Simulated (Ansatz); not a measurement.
fac-CrCl3(PH3)3 (CrP3H9Cl3). The state is a doublet with charge 0. Geometry PBE-D4/def2-SVP; atoms count from 1.

```
atom   x (Å)   y (Å)   z (Å)
 Cr1   0.396  -0.829   0.248
 Cl2  -1.067  -2.490   0.815
  P3   1.704   1.064  -0.389
  H4   1.664   2.286   0.364
  H5   1.598   1.643  -1.698
  H6   3.108   0.827  -0.359
 Cl7   1.688  -1.823  -1.353
  P8  -0.998   0.409   1.739
  H9  -1.171  -0.209   3.010
 H10  -2.374   0.677   1.427
 H11  -0.641   1.730   2.175
Cl12   1.797  -0.757   2.051
 P13  -1.105  -0.637  -1.600
 H14  -1.340  -1.868  -2.278
 H15  -0.795   0.191  -2.732
 H16  -2.464  -0.213  -1.419
```

The charge 0 doublet is spin-contaminated (final ⟨S²⟩ up to 1.76, 0.75 for a pure state). The name describes the quartet; other states may take another shape. At PBE0-D4/def2-TZVP a quartet of charge 0 lies 1.01 eV below the doublet, each at its own geometry.

Estimate the Mulliken populations from the PBE0/def2-TZVP orbitals of Ansatz.


| atom | charge (e) | spin (α − β) | d electrons |
| --- | --- | --- | --- |
| Cr1 | 0.04 | 1.08 | 4.78 |
| Cl2 | -0.31 | 0.07 | – |
| P3 | -0.03 | -0.04 | – |
| H4 | 0.09 | 0.00 | – |
| H5 | 0.09 | 0.00 | – |
| H6 | 0.15 | 0.01 | – |
| Cl7 | -0.31 | -0.03 | – |
| P8 | -0.03 | -0.03 | – |
| H9 | 0.14 | 0.00 | – |
| H10 | 0.09 | 0.00 | – |
| H11 | 0.09 | 0.00 | – |
| Cl12 | -0.31 | -0.03 | – |
| P13 | -0.03 | -0.03 | – |
| H14 | 0.14 | 0.00 | – |
| H15 | 0.09 | 0.00 | – |
| H16 | 0.09 | 0.00 | – |
Mulliken values depend strongly on the basis.

Where does the spin sit?

Summed by element: Cr 1.08, Cl 0.02, P -0.10, H 0.00, of 1 unpaired in all. Largest on single atoms: Cr1 1.08, Cl2 0.07, P3 -0.04.

And the Mayer bond orders between heavy atoms (over 0.3)?

Cr1–Cl2 0.94 (2.28 Å); Cr1–P3 0.65 (2.39 Å); Cr1–Cl7 0.94 (2.28 Å); Cr1–P8 0.66 (2.39 Å); Cr1–Cl12 0.94 (2.28 Å); Cr1–P13 0.66 (2.39 Å).
